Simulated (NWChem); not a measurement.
System: C2H6OSi; SMILES [SiH3]C(C)=O

Results from NWChem. Each level has its own optimisation; frequencies are unscaled.

For level PBE0/def2-SVP:

| Property | Result |
|---|---|
| r C–O (Å) | 1.210 |
| lowest (cm⁻¹) | 59 |

What are these values for level B3LYP/3-21G?


| Item | Value |
|---|---|
| r C–O (Å) | 1.238 |
| lowest (cm⁻¹) | 83 |
